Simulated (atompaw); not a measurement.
**PBEsol PAW (atompaw) dataset for Tb, scalar-relativistic all-electron reference.**

atompaw 4.2.0.5 was run on this input:

```
Tb 65
GGA-PBESOL scalarrelativistic loggrid 2001 logderivrange -6 5 276
6 6 5 4 0 0
6 0 1
6 1 0
5 2 0
4 3 9
0 0 0
c
c
c
c
v
v
c
c
c
v
v
c
c
v
v
3
3.00 2.45 2.05 2.95
n
n
y
3.65
n
y
1.2
n
custom polynom vanderbiltortho sinc
bessel
2.15
1.90
2.75
2.30
3.00
3.00
1.00
1.00
PWSCFOUT
UPFDX 0.0125d0 UPFXMIN -7.d0 UPFZMESH 65.d0
END
```

Command:

```bash
atompaw < Tb.input > Tb.log
```

Resulting log (summary file):

```
Completed calculations for Tb (AE)

 Exchange-correlation type: GGA, Perdew-Burke-Ernzerhof modified (PBEsol)

 Radial integration grid is logarithmic
 r0 =   1.0423744E-04 h =   6.7754336E-03   n =      2001 rmax =   8.0000000E+01

 Scalar relativistic calculation

 AEatom converged in  41 iterations
   nz     =  65.00
   delta  =       4.517998444898E-16

 All Electron Orbital energies:
  n  l      occupancy      energy
  1  0      2.0000000E+00 -3.8107052E+03
  2  0      2.0000000E+00 -6.3210388E+02
  3  0      2.0000000E+00 -1.4054126E+02
  4  0      2.0000000E+00 -2.8188866E+01
  5  0      2.0000000E+00 -3.9655987E+00
  6  0      1.0000000E+00 -6.4172122E-01
  2  1      6.0000000E+00 -5.6177550E+02
  3  1      6.0000000E+00 -1.1885681E+02
  4  1      6.0000000E+00 -2.1050049E+01
  5  1      6.0000000E+00 -2.2983607E+00
  6  1      0.0000000E+00 -3.9404749E-01
  3  2      1.0000000E+01 -9.0599460E+01
  4  2      1.0000000E+01 -1.1256417E+01
  5  2      0.0000000E+00 -5.1247915E-01
  4  3      9.0000000E+00 -6.9347036E-01

 Total energy
   Total                    :   -23409.57210643773578

 ---
 Completed calculations for Tb (SC)

 Exchange-correlation type: GGA, Perdew-Burke-Ernzerhof modified (PBEsol)

 Radial integration grid is logarithmic
 r0 =   1.0423744E-04 h =   6.7754336E-03   n =      2001 rmax =   8.0000000E+01

 Scalar relativistic calculation

 SCatom converged in   5 iterations
   nz     =  65.00
   delta  =       2.574618123138E-14

 Valence Electron Orbital energies:
  n  l      occupancy      energy
   5  0      2.0000000E+00 -3.9655987E+00
   6  0      1.0000000E+00 -6.4172122E-01
   5  1      6.0000000E+00 -2.2983607E+00
   6  1      0.0000000E+00 -3.9404749E-01
   5  2      0.0000000E+00 -5.1247915E-01
   4  3      9.0000000E+00 -6.9347036E-01

 Total energy
   Total                    :   -23409.57210644615043
   Valence                  :     -720.17734901053291

 PAW parameters:
       lmax =            3
         rc =    3.0122384962349251
        irc =         1517
   rc_shape =    2.4581589665423462
    rc_vloc =    2.0611070493759840
    rc_core =    2.9516268046197904
   Vloc: truncated form - Vps(r)=A.sin(qr)/r for r<rc
   Projector type: polynomial pseudization + Vanderbilt ortho.
   Sinc^2 compensation charge shape zeroed at   2.4582E+00

 Number of basis functions     8
 No.   n  nodes  l      Energy         Cp coeff         Occ
  1    5    4    0   -0.3965599E+01 -0.4446045E+01  0.2000000E+01
  2    6    5    0   -0.6417212E+00  0.9211196E+02  0.1000000E+01
  3    5    3    1   -0.2298361E+01 -0.3617617E+01  0.6000000E+01
  4    6    4    1   -0.3940475E+00 -0.4941848E+02  0.0000000E+00
  5    5    2    2   -0.5124791E+00  0.1196608E+02  0.0000000E+00
  6  999    3    2    0.3650000E+01 -0.7035161E+00  0.0000000E+00
  7    4    0    3   -0.6934704E+00 -0.9281077E+00  0.9000000E+01
  8  999    1    3    0.1200000E+01 -0.5248725E+01  0.0000000E+00

 Eigenvalues of overlap operator (in the basis of projectors):
    1        4.98819343E-02
    2        7.44333120E-01
    3        2.18409515E+00
    4        2.79890866E+00
    5        3.62857013E+01
    6        4.79230200E+01
    7        7.24584926E+01
    8        1.19639590E+02

 Orbital leakage outside PAW augmentation regions
   orb  is_core?  %out_of_sphere
   1 0    T           0.00
   2 0    T           0.00
   3 0    T           0.00
   4 0    T           0.00
   5 0    F           0.28
   6 0    F          71.16
   2 1    T           0.00
   3 1    T           0.00
   4 1    T           0.00
   5 1    F           1.88
   6 1    F          89.65
   3 2    T           0.00
   4 2    T           0.00
   5 2    F          35.75
   4 3    F           0.87

 Summary of PAW energies
   Total valence energy     :   -720.17737724226345
   Smooth energy            :    113.20360882399811
   One center               :   -833.38098606626158
   Smooth kinetic           :    125.69107322731942
   Vloc energy              :      0.80692082714780
   Smooth exch-corr         :    -16.47739390596852
   One-center xc            :   -487.09454323996897
```

The run took about 15 s on one core of a shared server CPU.
